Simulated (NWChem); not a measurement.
# C5H6OSe; SMILES COc1ccc[se]1

All runs: NWChem. Each level has its own optimisation. Brackets give each atom's bonded neighbours. One conformer.

```csv
level,r C–O [C(HHHO)–O(CC)] (Å),r C–O [C(COSe)–O(CC)] (Å),r C–C [C(CCH)–C(COSe)] (Å),r C–Se [C(COSe)–Se(CC)] (Å),dipole (D)
Hartree-Fock/STO-3G,1.436,1.390,1.339,1.883,1.71
PBE/def2-SVP,1.421,1.348,1.383,1.896,1.66
PBE0/def2-SVP,1.405,1.335,1.370,1.875,1.72
```
